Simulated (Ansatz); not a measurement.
`C[CH](C)[Sn][Cl]` and `C[CH](C)[Ge][F]` differ in one atom or group.

Ansatz, PBE0-D4/def2-TZVP geometries, multiplicity 1. Each molecule was computed in one conformer, which needn't be the lowest.

Elements past krypton have def2 core potentials. Scalar relativity is left out up to krypton.

| property | `C[CH](C)[Sn][Cl]` |
| --- | --- |
| HOMO–LUMO gap (PBE0/def2-TZVPP) / eV | 3.53 |
| LUMO energy (B3LYP/def2-TZVPP) / eV | -2.97 |
| size of the dipole moment (PBE/def2-TZVPP) / D | 2.69 |
| HOMO energy (B3LYP/def2-TZVPP) / eV | -6.08 |
| ideal-gas entropy at 298 K and 1 bar (rigid rotor, harmonic PBE0-D4/def2-TZVP) / J/(mol·K) | 381 |
| size of the dipole moment (ωB97M-V/def2-TZVPP) / D | 2.89 |

(1) Give the same properties after the change, and the shifts. (Estimate.)

## Answers

(1) Ansatz gave: 
| property | `C[CH](C)[Ge][F]` | shift |
| --- | --- | --- |
| HOMO–LUMO gap (PBE0/def2-TZVPP) / eV | 4.06 | 0.53 |
| LUMO energy (B3LYP/def2-TZVPP) / eV | -2.62 | 0.35 |
| size of the dipole moment (PBE/def2-TZVPP) / D | 1.97 | -0.72 |
| HOMO energy (B3LYP/def2-TZVPP) / eV | -6.26 | -0.18 |
| ideal-gas entropy at 298 K and 1 bar (rigid rotor, harmonic PBE0-D4/def2-TZVP) / J/(mol·K) | 367 | -14 |
| size of the dipole moment (ωB97M-V/def2-TZVPP) / D | 2.09 | -0.80 |

With PBE0 the HOMO falls by 0.17 eV and the LUMO rises by 0.36 eV, so the gap widens by about 0.53 eV. PBE moves the HOMO by -0.09 eV and ωB97M-V by -0.25 eV. Dipoles are sizes alone; their direction can turn. Modes under 60 cm⁻¹, often nearly free rotors, make the harmonic entropy too high.

B3LYP here is the variant with VWN-RPA as its local correlation; programs differ in this.
